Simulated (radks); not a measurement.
Problem. The bromine ion Br5+, 30 electrons, occupied as [Ar] 3d10 4s2 (the NIST ground configuration). All-electron calculation, Dirac Kohn-Sham, BLYP, spin-unpolarised, spherical densities, finite nucleus; Fermi nuclear charge, rms radius 4.1629 fm. Program: a radial shooting solver on a logarithmic mesh with Libxc functionals.

Spin-orbit splittings of the eigenvalues, e(l+1/2) - e(l-1/2), with zeta = 2 splitting/(2l+1) and mean radii in bohr:

| shell | occ. | splitting (eV) | zeta (eV) | <r> j=l-1/2 | <r> j=l+1/2 |
|---|---|---|---|---|---|
| 2p | 6 | 47.57 | 31.71 | 0.1627 | 0.1666 |
| 3p | 6 | 6.879 | 4.586 | 0.5555 | 0.5659 |
| 3d | 10 | ? | ? | 0.5807 | 0.5846 |

Estimate the 3d splitting.

Solution. 1.104 eV (zeta = 0.4414 eV).
